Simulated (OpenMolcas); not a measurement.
# Multiconfigurational calculation on As

Input:

```
&GATEWAY
Coord
1

As 0.0 0.0 0.0
Basis=ANO-RCC-VDZP
Group=XYZ
NoMove
AngMom=0.0 0.0 0.0
AMFI
&SEWARD
&RASSCF
FileOrb=start.orb
Symmetry=2
Spin=4
nActEl=3 0 0
Inactive=9 6
Ras2=0 3
CIRoot=1 1 1
SDav=1
CIMx=300
Iter=120 100
PrWF=0.3
OrbListing=Nothing
MaxOrb=0
Atom
>>> COPY $Project.JobIph JOB001
&RASSCF
FileOrb=start.orb
Symmetry=2
Spin=2
nActEl=3 0 0
Inactive=9 6
Ras2=0 3
CIRoot=8 8 1
SDav=8
CIMx=300
Iter=120 100
PrWF=0.3
OrbListing=Nothing
MaxOrb=0
Atom
>>> COPY $Project.JobIph JOB002
&RASSI
NrOfJobIphs=2 1 8
1
1 2 3 4 5 6 7 8
IphNames
JOB001
JOB002
EJob
SpinOrbit
DIPRint=1.0
SOCoupling=1000.0
Subsets=2
MEES
Property=10
'ANGMOM' 1 'ANGMOM' 2 'ANGMOM' 3 'MLTPL  1' 1 'MLTPL  1' 2 'MLTPL  1' 3
'AMFI' 1 'AMFI' 2 'AMFI' 3 'MLTPL  2' 6
SOProperty=3
'ANGMOM' 1 'ANGMOM' 2 'ANGMOM' 3
```

A driver script runs the steps one by one and writes start.orb anew before each from the orbitals found so far.

Output, cut to the results:

```
--- SEWARD ---
Basis set label: AS.ANO-RCC...5S4P2D.

      Electronic valence basis set:
      ------------------
      Associated Effective Charge  33.000000 au
      Associated Actual Charge     33.000000 au
      Nuclear Model: Point charge

      Shell  nPrim  nBasis  Cartesian Spherical Contaminant
         s      20       5        X
         p      17       4        X
         d      11       2                 X
                  Relativistic Douglas-Kroll-Hess integrals:
                    - DKH order of Hamiltonian: 2
                    - DKH order of Properties : 0
                  Atomic mean-field integrals
--- RASSCF ---
Wave function specifications:
      -----------------------------

      Number of closed shell electrons          30
      Number of electrons in active shells       3
      Max number of holes in RAS1 space          0
      Max nr of electrons in RAS3 space          0
      Number of inactive orbitals               15
      Number of active orbitals                  3
      Number of secondary orbitals               9
      Spin quantum number                      1.5
      State symmetry                             2
Orbital specifications:
      -----------------------

      Symmetry species                           1   2
                                                ag  au
      Frozen orbitals                            0   0
      Inactive orbitals                          9   6
      Active orbitals                            0   3
      RAS1 orbitals                              0   0
      RAS2 orbitals                              0   3
      RAS3 orbitals                              0   0
      Secondary orbitals                         6   3
      Deleted orbitals                           0   0
      Number of basis functions                 15  12
      Number of CSFs                             1
      Number of root(s) required                 1
      Iter CI   SX   CI       RASSCF       Energy    max ROT     max BLB   max BLB  Level Ln srch  Step   QN
          iter iter root      energy       change     param      element    value   shift minimum  type update
 Nr of preliminary CI iterations:   1
      Total energies have been shifted. Add                -2000.00 au
        1   1    5    1  -258.94267342    0.00E+00  -2.12E-02    3  10 1  6.12E-02*  0.11   0.00    SX    NO
        2   1    5    1  -258.94381532   -1.14E-03*  2.00E-03    3  10 1  3.15E-03*  0.11   0.00    SX    NO
        3   1    4    1  -258.94383278   -1.75E-05*  5.71E-04    9  10 1 -9.39E-04*  0.11   0.00    SX    NO
        4   1    4    1  -258.94383394   -1.16E-06*  1.73E-04    9  10 1 -4.03E-04*  0.11   0.00    SX    NO
        5   1    4    1  -258.94383406   -1.25E-07*  8.85E-05    9  10 1 -1.37E-04*  0.11   1.51    LS   YES
        6   1    3    1  -258.94383408   -1.62E-08* -4.56E-06    6  13 1  2.50E-05   0.11   1.00    QN   YES
        7   1    3    1  -258.94383408   -5.89E-10   2.23E-06    3  10 1  3.00E-06   0.11   0.97    QN   YES
      Convergence after  7 iterations
        8   1    3    1  -258.94383408   -1.00E-11   2.23E-06    3  10 1  2.44E-07   0.11   0.97    QN   YES
      Natural orbitals and occupation numbers for root  1
      sym 2:   1.000000   1.000000   1.000000
::    RASSCF root number  1 Total energy:  -2258.94383408
--- RASSCF ---
Wave function specifications:
      -----------------------------

      Number of closed shell electrons          30
      Number of electrons in active shells       3
      Max number of holes in RAS1 space          0
      Max nr of electrons in RAS3 space          0
      Number of inactive orbitals               15
      Number of active orbitals                  3
      Number of secondary orbitals               9
      Spin quantum number                      0.5
      State symmetry                             2
Orbital specifications:
      -----------------------

      Symmetry species                           1   2
                                                ag  au
      Frozen orbitals                            0   0
      Inactive orbitals                          9   6
      Active orbitals                            0   3
      RAS1 orbitals                              0   0
      RAS2 orbitals                              0   3
      RAS3 orbitals                              0   0
      Secondary orbitals                         6   3
      Deleted orbitals                           0   0
...
--- RASSI ---
SPIN-FREE ENERGIES:
  (Shifted by EMIN (a.u.) =      -2258.9438340784)

 SF State       Relative EMIN(au)   Rel lowest level(eV)    D:o, cm**(-1)      L_eff

     1             0.0000000000        0.0000000000              0.0000         0.0
     2             0.0663607309        1.8057674803          14564.4970         2.0
     3             0.0663607309        1.8057674803          14564.4970         2.0
     4             0.0663607309        1.8057674803          14564.4970         2.0
     5             0.0663607309        1.8057674803          14564.4970         2.0
     6             0.0663607309        1.8057674803          14564.4970         2.0
     7             0.1097742371        2.9871091658          24092.6602         1.0
     8             0.1097742371        2.9871091658          24092.6602         1.0
     9             0.1097742371        2.9871091658          24092.6602         1.0
     Dipole printing threshold changed to   1.00000000E+00
Eigenvalues of complex Hamiltonian:
   -----------------------------------
  (Shifted by EMIN (a.u.) =      -2258.9438340784)

 SO State       Relative EMIN(au)   Rel lowest level(eV)    D:o, cm**(-1)     J-value

     1            -0.0002891690        0.0000000000              0.0000         1.2
     2            -0.0002891690        0.0000000000              0.0000         1.1
     3            -0.0002891690        0.0000000000              0.0000         1.3
     4            -0.0002891690        0.0000000000              0.0000         1.0
     5             0.0655135339        1.7905827656          14442.0240         1.3
     6             0.0655135339        1.7905827656          14442.0240         1.3
     7             0.0655135339        1.7905827655          14442.0240         1.0
     8             0.0655135339        1.7905827655          14442.0240         1.0
     9             0.0663607309        1.8136361705          14627.9622         2.1
...
```

The J values that RASSI prints are effective ones from its own formula and need not be integers or half-integers; the table below assigns J from the states.

Levels above the lowest, from the spin-orbit matrix, grouped by J:

```tsv
Configuration	Term	J	E (cm⁻¹)	Measured (cm⁻¹)	g	Term weight %
4s² 4p³	⁴S°	3/2	0.0	0.0	2.001	100
4s² 4p³	²D°	3/2	14442	10593	0.810	98
4s² 4p³	²D°	5/2	14628	10915	1.200	100
4s² 4p³	²P°	1/2	24156	18186	0.666	100
4s² 4p³	²P°	3/2	24406	18648	1.326	98
```

Against the 4 measured excited levels shown (NIST Handbook of Basic Atomic Spectroscopic Data) the mean absolute deviation is 4800 cm-1; the largest miss in energy is 4s² 4p³ ²P°_1/2: computed 24156, measured 18186 cm⁻¹ (+32.8 %).

Without dynamic correlation excited terms often stand tens of per cent too high (terms of higher spin than the ground term too low), and those without a measured partner can miss by more than the paired ones. With the s shell closed, the reference lacks s² → p² mixing. Measured partners are found by configuration, term and J. A level has none where our copy of the source lacks it or the pairing is in doubt (some pairs that miss far off the trend of their configuration count as doubtful), and it then counts in no deviation. Only configurations of the active space appear.

The term weight is that of the spin-free term in the level, not the purity of its configuration. ° marks odd parity.
